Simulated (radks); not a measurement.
The numbers below are computed, except where a source is named.
Excited configurations of neutral barium: one electron is placed in a higher orbital outside [Xe] 6s1. The ground configuration is [Xe] 6s2. Code: a radial shooting solver on a logarithmic mesh with Libxc functionals. Model: Dirac Kohn-Sham, PBEsol, spin-unpolarised, spherical densities, finite nucleus; open shells fill j = l - 1/2 first; Fermi nuclear charge, rms radius 4.8378 fm. Excitation = E - E(ground); binding = E(ion) - E, where the ion is the core of charge +1; n* = 1/sqrt(2 binding) in atomic units, and the quantum defect is n - n*.

outer orbital  excitation (eV)  binding (eV)  eigenvalue (eV)  <r> (bohr)
6p1/2                    1.945         3.435           -1.790       6.037
6d3/2                    3.912         1.469           -0.717       11.53
7s1/2                    3.397         1.983           -1.188       10.92
7p1/2                    3.861         1.519           -0.884       13.55
7f5/2                    4.909         0.471           -0.285       42.62

The Delta-SCF ionisation energy is 5.381 eV (NIST Atomic Spectra Database: 5.212 eV, measured). Self-interaction in the functional shifts the binding energies and quantum defects, so they are the method's values and not measured ones. Spin polarisation and multiplet splitting are left out, so open shells lie too high by an amount that depends on their filling.

Beside tabulated values, note that spin-unpolarised runs miss the spin-polarisation part of the exchange energy of open shells.
